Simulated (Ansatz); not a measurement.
```yaml
crystal:
  periodic: [false, false, false]
  atoms:
    - {symbol: B, position_ang: [-1.343100, 0.256534, -0.751590]}
    - {symbol: C, position_ang: [-0.047202, -0.077249, -0.114249]}
    - {symbol: C, position_ang: [0.608634, -1.071611, -0.624159]}
    - {symbol: Al, position_ang: [0.713731, 0.807604, 1.350368]}
    - {symbol: H, position_ang: [-1.706580, -0.365480, -1.653163]}
    - {symbol: H, position_ang: [-2.005398, 1.120326, -0.377090]}
    - {symbol: H, position_ang: [0.240490, -1.610362, -1.444449]}
    - {symbol: H, position_ang: [1.534077, -1.397255, -0.256724]}
    - {symbol: H, position_ang: [2.063726, 0.300617, 1.854721]}
    - {symbol: H, position_ang: [0.021303, 1.987725, 2.019215]}
basis:
  gaussian: {orbitals: STO-3G}
total_charge: 1
magnetization: {spin_polarized: true, initial_magnetization: 1}
hamiltonian: {xc: {name: SPW92}}
output: {forces: true}
```

```sh
$ ansatz run in.yaml --threads 2 --pin off --events-out ev --progress --plain --max-ram 4352MiB
```

Output, abridged:

```
Functional definition: SPW92
376 factors; integrals over basis functions are off by at most 7.8e-5 eV
mean field evaluation 1: about -9257.9352 eV, gradient 2.3e1 eV
mean field evaluation 2: about -9237.6390 eV, gradient 5.8e1 eV
mean field evaluation 4: about -9262.1334 eV, gradient 9.4e0 eV
mean field evaluation 8: about -9262.9628 eV, gradient 2.2e0 eV
mean field evaluation 16: about -9262.9115 eV, gradient 2.0e-1 eV
mean field evaluation 32: about -9262.8728 eV, gradient 2.5e-1 eV
mean field -9262.91393195 eV, -340.4058083708 hartree, gradient 1.6e-5 eV, S^2 0.751684; 4 other end points of the search recorded, 0 dependent functions left out
reference -9262.91395358 eV, -340.4058091654 hartree; 18, 17 occupied and 12, 13 virtual orbitals, 376 factors
Total energy: -9262.91395358 eV, -340.4058091654 hartree
Atom 0 at    -1.343100     0.256534    -0.751590 Å, force    -0.814346     2.049593     1.457293 eV/Å
Atom 1 at    -0.047202    -0.077249    -0.114249 Å, force    -2.023197     0.433013    -1.085690 eV/Å
Atom 2 at     0.608634    -1.071611    -0.624159 Å, force     1.853493    -0.943519     0.442106 eV/Å
Atom 3 at     0.713731     0.807604     1.350368 Å, force     0.636798     2.114228     2.610133 eV/Å
Atom 4 at    -1.706580    -0.365480    -1.653163 Å, force    -0.216081    -0.899730    -1.071497 eV/Å
Atom 5 at    -2.005398     1.120326    -0.377090 Å, force    -0.895854     0.770572     0.104853 eV/Å
Atom 6 at     0.240490    -1.610362    -1.444449 Å, force    -1.016040    -1.562370    -2.341199 eV/Å
Atom 7 at     1.534077    -1.397255    -0.256724 Å, force     2.721791    -1.187275     0.850041 eV/Å
Atom 8 at     2.063726     0.300617     1.854721 Å, force     0.048989    -0.551730    -0.519230 eV/Å
Atom 9 at     0.021303     1.987725     2.019215 Å, force    -0.295552    -0.222782    -0.446810 eV/Å
Dipole moment:     0.218287    -0.100374     0.062927 e Å
```

Run time 1.3 s (2 threads of an Arm Neoverse V1 on a shared host); peak host memory 0.09 GiB.
